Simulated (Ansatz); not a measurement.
Species: C3H4Si, SMILES `C#C[SiH]=C` (charge 0, multiplicity 1), formula C3H4Si.

### Question
How many basis functions does Ansatz (a program for electronic structure) with frozen-core CCSD(T)/def2-TZVPP // PBE0-D3(BJ)/def2-TZVP use, how many core orbitals are frozen, and how many electrons are correlated?

### Answer
191 basis functions and 8 frozen orbitals, which leaves 20 correlated electrons. Core time is of the order of minutes.
